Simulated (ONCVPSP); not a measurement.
What one change does to a pseudopotential (Rb, ONCV)

ONCVPSP 4.0.1 input, shortened (lines: element, Z, core and valence counts, functional; n l f; lmax; l rc ep ncon nbas qcut; lloc lpopt rc5 dvloc0; l nproj debl; icmod fcfact rcfact), LDA (Perdew-Wang 92), scalar-relativistic:

```
  Rb 37.00    6    3  -001012      upf
    1    0    2.00
    2    0    2.00
    2    1    6.00
    3    0    2.00
    3    1    6.00
    3    2   10.00
    4    0    2.00
    4    1    6.00
    5    0    1.00
    2
    0    2.55    0.00    5    8    4.50
    1    2.65    0.00    5    8    5.70
    2    2.35    0.03    4    7    4.00
    4    5    2.05    0.00
    0    2    2.90
    1    2    0.70
    2    2    3.60
    1    0.25    0.00
```

Change: all radii but the core radius scaled by about 0.75 (s 1.92, p 2.00, d 1.78 bohr); local potential polynomial inside 1.54 bohr (lpopt 5, dvloc0 0 Ha).

Cutoffs: the cutoffs (Ha) at which the residual kinetic energy of the hardest occupied pseudo-wave falls to 1 and 0.1 mHa per electron; they do not see the model core or the augmentation charge, which bear on the density cutoff. Errors are all-electron minus pseudo energies relative to the spin-unpolarised reference configuration.

Predict the effect on cutoff, ghosts and configuration errors.

The potential gets harder (7.4 Ha and 9.6 Ha → 30 Ha and 43 Ha); of the 4 tests that both files solve, the error grows in 0 and shrinks in 1 by more than 15 % and 0.3 meV (median size 0.2 → 0.1 meV); neither file shows a bound ghost. A smaller radius makes the pseudo-wave follow the all-electron one further in, where it bends more sharply, so more plane waves are needed.

```tsv
quantity	base	changed
cutoff, loose	7.4 Ha	30 Ha
cutoff, tight	9.6 Ha	43 Ha
loose cutoff by channel	s 7.4 Ha, p 6.6 Ha	s 30 Ha, p 12 Ha
bound ghosts	none	none
GHOST(+) flags under 300 eV	none	s at 183.9 eV
error for 4s2 4p6 5s0, meV [ΔE 4.27 eV]	-0.3	-0.2
error for 4s2 4p6 5s0.5, meV [ΔE 1.66 eV]	-0.1	-0.1
error for 4s2 4p6 5s0 5p1, meV [ΔE 1.62 eV]	-0.1	0.0
error for 4s2 4p5 5s1, meV [ΔE 21.24 eV]	-9.1	-5.7
rms error of d²Exc/dni dnj with the model core, mHa	0.86	0.23
```

Base: The cutoffs count occupied waves only; projector 2 of the d channel, the hardest unoccupied one, needs 30 Ha at the loose tolerance.
